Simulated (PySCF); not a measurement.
Broadened absorption spectrum of C2H11PSi2

C2H11PSi2.
SMILES with atom numbers: `[CH3:1][SiH:2]([CH3:3])[SiH2:4][PH2:5]` (hydrogens: H6, H7, H8 on C1; H9 on Si2; H10, H11, H12 on C3; H13, H14 on Si4; H15, H16 on P5)

Geometry (GFN2-xTB, Å), atoms numbered from 1 in this order:
```
atom  x, y, z in Å
C1    -1.1514    1.6838    0.2910
Si2   -0.4733   -0.0942    0.4210
C3    -1.8388   -1.3084   -0.1162
Si4    1.4080   -0.3389   -0.9465
P5     3.3862   -0.1314    0.0867
H6    -0.4185    2.4109    0.6290
H7    -1.4077    1.9323   -0.7354
H8    -2.0463    1.8178    0.8921
H9    -0.1890   -0.3513    1.8502
H10   -2.7383   -1.1873    0.4801
H11   -1.5144   -2.3395   -0.0134
H12   -2.1119   -1.1548   -1.1563
H13    1.4823    0.6562   -2.0286
H14    1.4992   -1.6505   -1.6067
H15    3.0614   -0.9463    1.1545
H16    3.0450    1.0105    0.7869
```

Computed with PySCF, TDDFT PBE0/def2-SVPD, vertical, gas phase, core orbitals frozen in the response.

Computed states:

```json
{"state": "S1", "E (eV)": "5.84", "f": "0.134"}
{"state": "S2", "E (eV)": "5.98", "f": "0.0092"}
{"state": "S3", "E (eV)": "6.37", "f": "0.064"}
{"state": "S4", "E (eV)": "6.48", "f": "0.015"}
{"state": "S5", "E (eV)": "6.81", "f": "0.130"}
{"state": "S6", "E (eV)": "7.16", "f": "0.107"}
{"state": "S7", "E (eV)": "7.31", "f": "0.085"}
{"state": "S8", "E (eV)": "7.42", "f": "0.023"}
```

Each state is given a Gaussian of 0.25 eV full width at half maximum, with ε(max) = 2.175×10⁸ f / Δν̃ (Δν̃ the width in cm⁻¹). The width is an assumption, not a result. The curve ends short of the highest state used, and states not computed would add to its high-energy end.

(1) Give the broadened spectrum and its maxima.

(2) Coming from long wavelengths, where does ε first pass 100 L mol⁻¹ cm⁻¹?

(3) On this curve, what absorbance would a 10⁻⁴ mol/L sample give at 222 nm over a 1 cm path?

Results:

(1) 
(E (eV), ε (L mol⁻¹ cm⁻¹)): (5.46, 28), (5.49, 73), (5.51, 132), (5.53, 232), (5.56, 502), (5.58, 804), (5.61, 1526), (5.63, 2237), (5.66, 3715), (5.68, 4986), (5.71, 7257), (5.73, 8920), (5.76, 11383), (5.78, 12821), (5.81, 14365), (5.83, 14845), (5.86, 14638), (5.88, 13909), (5.90, 12792), (5.93, 10629), (5.95, 9040), (5.98, 6716), (6.00, 5327), (6.03, 3607), (6.05, 2730), (6.08, 1813), (6.10, 1451), (6.13, 1250), (6.15, 1333), (6.18, 1767), (6.20, 2254), (6.23, 3244), (6.25, 4035), (6.28, 5306), (6.30, 6126), (6.32, 6848), (6.35, 7623), (6.37, 7870), (6.40, 7795), (6.42, 7465), (6.45, 6643), (6.47, 5960), (6.50, 4900), (6.52, 4267), (6.55, 3584), (6.57, 3386), (6.60, 3586), (6.62, 4089), (6.65, 5409), (6.67, 6621), (6.70, 8769), (6.72, 10266), (6.74, 11667), (6.77, 13298), (6.79, 13909), (6.82, 13959)

Maxima: 212 nm (5.84 eV), ε about 15000, made up of S1 (97%); 194 nm (6.38 eV), ε about 7900, made up of S3 (86%) and S4 (14%); 182 nm (6.81 eV), ε about 14000, made up of S5 (100%) (ε in L mol⁻¹ cm⁻¹; maxima over ε = 5, shares over 10%).

(2) At about 225 nm (5.50 eV), 0.33 eV below S1.

(3) 222 nm is 5.585 eV, where ε is about 900 L mol⁻¹ cm⁻¹, so A = ε c l ≈ 0.09 (Beer–Lambert, with the gas-phase spectrum and the assumed width).

On an Intel Xeon at 2.50 GHz with one thread, no GPU, shared host with 64 logical CPUs at a one-minute load of 63, this took 96 s wall, 85 s CPU (grids of density and orbitals included) and 0.82 GiB of memory at its peak.

One conformer stands for the species.
